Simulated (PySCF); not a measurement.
Bonds (- single, = double, # triple, : aromatic): C1-B2, B2-C3, C3-C4, C4=C5, C5-C6. C1 carries H7, H8, H9; B2 carries H10; C3 carries H11, H12; C4 carries H13; C5 carries H14; C6 carries H15, H16, H17. Stereochemistry as in CBC/C=C/C.

Geometry: PBE0-D3(BJ)/def2-SVP; GIAO absolute shieldings from PySCF 2.14.0 with density-fitted response routines, gas phase, non-relativistic, averaged over equivalent atoms.

At PBE0/pcSseg-1 (157 basis functions, 14 s wall time on 1 thread of an Arm Neoverse V1, shared host):
```csv
atoms,σ (ppm)
C4,46.8
C5,54.1
C3,139.6
C6,163.2
C1,169.2
B2,15.6
H10,23.94
H13,25.25
H14,25.84
H11/H12,29.06
H15/H16/H17,29.53
H7/H8/H9,30.22
```

Q: What do these become at CAM-B3LYP/pcSseg-1?

A: 
```csv
atoms,σ at CAM-B3LYP/pcSseg-1,change
C4,41.6,-5.2
C5,49.3,-4.8
C3,138.2,-1.4
C6,161.9,-1.3
C1,167.7,-1.5
B2,10.5,-5.1
H10,24.09,+0.15
H13,25.32,+0.07
H14,25.91,+0.07
H11/H12,29.25,+0.19
H15/H16/H17,29.62,+0.09
H7/H8/H9,30.32,+0.10
```

The largest change is at C4 (alkene CH). Cost: 157 basis functions, 19 s wall time on 1 thread of an x86-64 server CPU, shared host. The order of the carbon signals is the same at both levels.

A carbon bonded to boron is broadened by the quadrupolar boron nucleus and is often missing from a measured spectrum.
